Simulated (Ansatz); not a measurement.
Steps of a relaxation of `F[SiH2]S[SiH2]F` with RKS PBE0-D4/def2-TZVP.

```sh
$ ansatz run in.yaml --threads 4 --pin off --events-out ev --progress --plain --max-ram 10444MiB
```

```yaml
crystal:
  periodic: [false, false, false]
  atoms:
    - {symbol: F, position_ang: [-1.754475, -0.836428, 1.575742]}
    - {symbol: Si, position_ang: [-1.152648, 0.577055, 1.009746]}
    - {symbol: S, position_ang: [-0.852836, 0.479588, -1.119886]}
    - {symbol: Si, position_ang: [1.052054, -0.523136, -1.091715]}
    - {symbol: F, position_ang: [2.268292, 0.548665, -0.862565]}
    - {symbol: H, position_ang: [0.146906, 0.819615, 1.714057]}
    - {symbol: H, position_ang: [-2.165019, 1.651743, 1.247114]}
    - {symbol: H, position_ang: [1.222982, -1.150544, -2.438478]}
    - {symbol: H, position_ang: [1.108744, -1.508957, 0.034884]}
basis:
  gaussian: {orbitals: def2-TZVP}
hamiltonian: {xc: pbe0, dispersion: d4}
relax: {f_tol: 0.005, max_steps: 150}
```

Positions (Å) and forces (eV/Å) along the path, 8 of 8 steps:

```xyz
9
step=1 energy=-32082.2796 eV
F    -1.754   -0.836    1.576    0.468    1.124   -0.449
Si   -1.153    0.577    1.010   -0.290   -0.751    0.146
S    -0.853    0.480   -1.120    0.359   -0.202    0.484
Si    1.052   -0.523   -1.092    0.503    0.633    0.121
F     2.268    0.549   -0.863   -0.964   -0.851   -0.189
H     0.147    0.820    1.714   -0.316   -0.091   -0.149
H    -2.165    1.652    1.247    0.212   -0.279   -0.022
H     1.223   -1.151   -2.438    0.007    0.162    0.315
H     1.109   -1.509    0.035    0.020    0.256   -0.258
9
step=2 energy=-32082.3432 eV
F    -1.740   -0.821    1.546    0.277    0.670   -0.243
Si   -1.139    0.581    0.998   -0.263   -0.642    0.210
S    -0.844    0.474   -1.107    0.059   -0.035    0.080
Si    1.035   -0.525   -1.083    0.509    0.505    0.105
F     2.231    0.545   -0.861   -0.552   -0.518   -0.111
H     0.144    0.806    1.705   -0.069   -0.008   -0.039
H    -2.146    1.636    1.249    0.061   -0.049   -0.015
H     1.224   -1.146   -2.414   -0.017    0.027    0.074
H     1.108   -1.493    0.037   -0.006    0.050   -0.062
9
step=3 energy=-32082.3633 eV
F    -1.742   -0.804    1.552    0.021    0.026   -0.052
Si   -1.140    0.565    0.993   -0.071   -0.049    0.093
S    -0.842    0.473   -1.105   -0.017    0.009   -0.022
Si    1.037   -0.510   -1.077    0.122    0.021   -0.023
F     2.231    0.531   -0.869   -0.061   -0.003   -0.002
H     0.139    0.790    1.697    0.040    0.008    0.001
H    -2.134    1.626    1.240   -0.011    0.037    0.002
H     1.216   -1.137   -2.401   -0.007   -0.027   -0.027
H     1.109   -1.475    0.039   -0.015   -0.022    0.030
9
step=4 energy=-32082.3643 eV
F    -1.748   -0.805    1.542   -0.017   -0.019    0.014
Si   -1.144    0.568    0.999    0.025   -0.015   -0.015
S    -0.839    0.470   -1.100   -0.020    0.010   -0.027
Si    1.043   -0.514   -1.081   -0.017    0.011    0.027
F     2.224    0.538   -0.875    0.025    0.015   -0.003
H     0.140    0.787    1.700   -0.004    0.007    0.011
H    -2.136    1.634    1.248    0.008    0.008   -0.004
H     1.221   -1.146   -2.405   -0.009   -0.007    0.002
H     1.113   -1.475    0.041    0.008   -0.010   -0.005
9
step=5 energy=-32082.3648 eV
F    -1.758   -0.807    1.536   -0.009   -0.001    0.005
Si   -1.142    0.563    0.996   -0.002   -0.001   -0.015
S    -0.843    0.471   -1.105    0.009   -0.006    0.012
Si    1.042   -0.509   -1.078   -0.012    0.010   -0.004
F     2.221    0.547   -0.882    0.007    0.002   -0.006
H     0.142    0.771    1.699    0.007   -0.002    0.002
H    -2.122    1.638    1.249   -0.004    0.001    0.003
H     1.216   -1.153   -2.396    0.004   -0.001   -0.004
H     1.118   -1.464    0.049    0.000   -0.002    0.007
9
step=6 energy=-32082.3650 eV
F    -1.775   -0.804    1.534   -0.005    0.000    0.001
Si   -1.145    0.560    0.997    0.004   -0.001    0.005
S    -0.843    0.468   -1.103    0.003   -0.002    0.004
Si    1.044   -0.506   -1.079    0.003   -0.003    0.005
F     2.222    0.554   -0.895    0.003    0.002   -0.004
H     0.140    0.756    1.703    0.000   -0.004   -0.006
H    -2.115    1.644    1.251   -0.004    0.002   -0.002
H     1.216   -1.159   -2.392    0.000    0.001   -0.005
H     1.129   -1.454    0.054   -0.004    0.006    0.001
9
step=7 energy=-32082.3652 eV
F    -1.811   -0.799    1.529    0.009    0.015   -0.005
Si   -1.149    0.553    0.999   -0.003   -0.005    0.014
S    -0.842    0.463   -1.101   -0.002    0.001   -0.003
Si    1.050   -0.501   -1.078    0.012   -0.002    0.003
F     2.224    0.569   -0.924   -0.010   -0.010    0.000
H     0.140    0.719    1.707   -0.015   -0.002   -0.006
H    -2.098    1.655    1.253    0.004   -0.004    0.005
H     1.212   -1.170   -2.385    0.005   -0.002    0.004
H     1.148   -1.431    0.069    0.000    0.009   -0.012
9
step=8 energy=-32082.3652 eV
F    -1.809   -0.799    1.529   -0.001    0.001    0.000
Si   -1.149    0.553    0.998    0.000   -0.001    0.002
S    -0.843    0.463   -1.101   -0.002    0.001   -0.003
Si    1.049   -0.501   -1.079    0.002    0.000    0.000
F     2.223    0.569   -0.923    0.000    0.000   -0.001
H     0.139    0.719    1.706    0.001    0.001    0.001
H    -2.098    1.655    1.255    0.000   -0.001    0.000
H     1.214   -1.171   -2.385    0.000    0.001    0.000
H     1.147   -1.430    0.068    0.000   -0.002    0.001
```

Hardware: 4 threads of an AMD EPYC 9R45 on a shared host. Wall time 10 s, peak host memory 0.57 GiB.
